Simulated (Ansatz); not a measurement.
Cartesian coordinates in Å:
```
C 0.4711 -0.9511 1.5236
Si 0.2213 -0.7992 -0.3199
O 1.6287 -0.9886 -1.1722
Si -0.5391 1.3491 -0.8768
O -1.7721 1.6605 0.1611
F -1.0785 1.3870 -2.3875
H 0.8062 -1.9550 1.7980
H 1.2120 -0.2333 1.8834
H -0.4722 -0.7554 2.0411
H -0.7844 -1.8172 -0.7492
H 1.9819 -1.8739 -1.2658
H 0.4769 2.4365 -0.8094
H -2.1518 2.5407 0.1737
```

Total charge 0; spin multiplicity 1.

(1) List the r2SCAN/def2-TZVPP orbital energies in eV (Ansatz). (An estimate is asked.)

Answers

(1) Ansatz gave: Occupied: -1791.97, -1791.21, -665.79, -516.05, -515.81, -272.69, -142.25, -141.59, -97.16, -97.11, -97.07, -96.49, -96.45, -96.42, -30.90, -26.62, -26.37, -18.27, -14.84, -13.97, -12.65, -11.61, -11.08, -10.80, -10.44, -10.34, -10.04, -9.13, -8.99, -8.74, -8.29, -7.44, -6.79. Lowest empty: -0.83, -0.34, 0.83, 1.50, 1.67, 2.33, 2.45, 2.65.
